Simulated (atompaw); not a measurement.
# Before and after: PAW (atompaw) potential for cerium

```
Element                 : cerium
Generator               : atompaw 4.2.0.5
Type                    : PAW
Functional              : LDA (PW92)
Relativity              : scalar-relativistic
Frozen core             : [Kr] 4d10
Valence charge          : 12
Reference configuration : 4f1 5s2 5p6 5d1 6s2 6p0
Partial waves           : 5s (bound); 6s (bound); 5p (bound); 6p (bound, empty); 5d (bound); 5d channel at 2.1 Ry; 4f (bound); 4f channel at 0.45 Ry
Local potential         : bessel scheme, radius 2.15 bohr
Core correction         : smooth core density matched at 2.20 bohr
Augmentation charge     : sinc compensation charge, radius 2.05 bohr; PAW radius 2.65 bohr; waves and projectors: bloechl
```

Change: core [Kr], valence charge 22; reference 4d10 4f1 5s2 5p6 5d1 6s1 6p1; waves now 5s (bound); 6s (bound); 5p (bound); 6p (bound); 4d (bound); 5d (bound); 4f (bound); 4f channel at 1.5 Ry; local potential bessel scheme, radius 2.00 bohr; core correction smooth core density matched at 1.90 bohr; augmentation sinc compensation charge, radius 2.70 bohr; PAW radius 3.00 bohr; waves and projectors: bloechl.

Cutoffs: the cutoffs (Ry, on a coarse ladder) from which the occupation-weighted sum of valence levels, in a spherical-Bessel basis at the reference potential, stays within 10 and 1 mRy of its value at 400 Ry; they do not see the model core or the augmentation charge, which bear on the density cutoff.

Q: What does the change do?

A: The potential gets harder (25 Ry and 35 Ry → 40 Ry and 45 Ry); neither file shows a bound ghost. The added semicore shells are compact, so their waves need more plane waves. Several settings change at once here, so the effects cannot be laid on one of them.

```tsv
quantity	base	changed
cutoff, loose	25 Ry	40 Ry
cutoff, tight	35 Ry	45 Ry
loose cutoff by channel (10 mRy a level)	s 8 Ry, p 12 Ry, d 10 Ry, f 25 Ry	s 8 Ry, p 12 Ry, d 35 Ry, f 21 Ry
bound ghosts	none	none
lowest overlap eigenvalue by channel	s 0.37, p 0.57, d 0.81, f 1.00	s 0.44, p 0.66, d 1.00, f 1.00
```

 The cutoffs see the waves, projectors and local potential, not the compensation charge or the core.
